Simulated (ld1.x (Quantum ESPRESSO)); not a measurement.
## sulfur: one change to a TM potential, before and after

ld1.x (Quantum ESPRESSO) 7.5 input, shortened:

```
&input
   title='S', zed=16., rel=0, dft='PBESOL', iswitch=3,
   config='[Ne] 3s2 3p2 3d-2'
 /
 &inputp
   pseudotype=2, tm=.true., lloc=-1, rcloc=1.60,
   nlcc=.true.
 /
3
3S  1  0   2.00   0.00  1.05  1.05  0.0
3P  2  1   2.00   0.00  1.60  1.60  0.0
3D  3  2  -2.00   0.45  1.65  1.65  0.0
 &test
   configts(1)='3s2 3p2'
 /
```

All-electron outer shells of the reference configuration (PBEsol, non-relativistic, ld1.x):

```csv
shell,level (eV),outermost node (bohr),outermost maximum (bohr)
3s,-39.18,0.60,1.37
3p,-27.94,0.58,1.50
```

Change: reference 3s2 3p4.

Cutoffs: the cutoffs (Ry, on a coarse ladder) from which the occupation-weighted sum of valence levels, in a spherical-Bessel basis at the reference potential, stays within 10 and 1 mRy of its value at 400 Ry; they do not see the model core or the augmentation charge, which bear on the density cutoff. Errors are all-electron minus pseudo energies relative to the spin-unpolarised reference configuration.

**Question.** What does the change do?

**Answer.** The potential gets softer (100 Ry and 200 Ry → 80 Ry and 200 Ry); the range in which the s phases agree widens (upper end 1.0 → 2.5); the range in which the p phases agree widens (upper end 3.6 → at the end of the scan); neither file shows a bound ghost.

| quantity | base | changed |
| --- | --- | --- |
| cutoff, loose | 100 Ry | 80 Ry |
| cutoff, tight | 200 Ry | 200 Ry |
| loose cutoff by channel (10 mRy a level) | s 70 Ry, p 12 Ry | s 60 Ry, p 10 Ry |
| bound ghosts | none | none |
| largest error over its own tests, meV | +131 | +291 |
| s: phases at 1.79 bohr within 0.05 rad from the reference energy up to (Ry; the scan ends near 5) | 1.0 | 2.5 |
| p: phases at 1.79 bohr within 0.05 rad from the reference energy up to (Ry; the scan ends near 5) | 3.6 | to the end of the scan |
| d: phases at 1.79 bohr within 0.05 rad from the reference energy up to (Ry; the scan ends near 5) | to the end of the scan | to the end of the scan |
